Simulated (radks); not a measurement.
Question: The table gives one normalised radial function P(r) = r R(r) of Pb51+ in [Ar] 3d10 4s2 4p1 (r in bohr). All-electron calculation, non-relativistic Kohn-Sham, LB94 model potential, spin-polarised, spherical densities, point nucleus; open shells are filled with parallel spins first (spin-orbit coupling, left out, can overturn this in heavy ions); relativity is left out, which matters for an element this heavy. Program: a radial shooting solver on a logarithmic mesh with Libxc functionals.

r	P
0.001115	0.0069
0.001417	0.0110
0.001802	0.0175
0.002272	0.0274
0.002888	0.0431
0.003672	0.0675
0.004668	0.1046
0.005934	0.1604
0.007543	0.2424
0.009589	0.3594
0.01219	0.5203
0.0155	0.7297
0.0197	0.9819
0.02504	1.2499
0.03158	1.4675
0.04015	1.5526
0.05104	1.3679
0.06489	0.8020
0.08249	-0.1518
0.1049	-1.3029
0.1333	-2.2629
0.1695	-2.6221
0.2154	-2.2403
0.2739	-1.4035
0.3454	-0.6375
0.4391	-0.1857
0.5582	-0.0320
0.7096	-0.0028
0.902	-0.0001
1.147	0.0000

Which n and l does it have? It may be an empty orbital.

Answer: n = 3, l = 1: the number of nodes gives n - l - 1 = 1, the rise at small r (about r^(l+1)) gives l, and the extent must fit the shell. The curve is that of 3p up; the table hardly tells the two spins apart. 3p up: eigenvalue -5571.0 eV, 1 radial node at r = 0.0798 bohr, <r> = 0.181 bohr, 90 % of the charge inside 0.268 bohr.
